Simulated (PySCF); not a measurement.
**Polarisability and C₆ of Co²⁺ (cobalt, charge +2)**

[Ar] 3d6 4s1, high-spin 6D determinant (an excited configuration). Calculation: PySCF 2.14, in aug-cc-pVDZ-DK; scalar relativity by spin-free X2C-1e. Coupled (time-dependent) response in atomic units; α is the mean over directions. A double-zeta set is small for polarisabilities.

```tsv
method	mean α (bohr³)	α xx, yy, zz	C₆ (like pair)	S(−4)
BP86	13.84	13.55, 13.55, 14.41	50.43	160.3
```

S(−4) is the Cauchy moment in α(ω) = α(0) + S(−4) ω² + …

α(iu) at BP86:

| u (hartree) | α(iu) (bohr³) |
| --- | --- |
| 0 | 13.84 |
| 0.0500 | 13.45 |
| 0.100 | 12.43 |
| 0.200 | 9.678 |
| 0.300 | 7.311 |
| 0.500 | 4.539 |
| 0.750 | 2.985 |
| 1.00 | 2.212 |
| 1.50 | 1.443 |
| 2.00 | 1.051 |
| 3.00 | 0.6509 |
| 5.00 | 0.3282 |

For an ion, C₆ is the dispersion term alone; charge-induced terms of lower order in 1/R come first.

The components differ because the open shell of this determinant is not spherical; for a pure term their mean is the scalar polarisability.
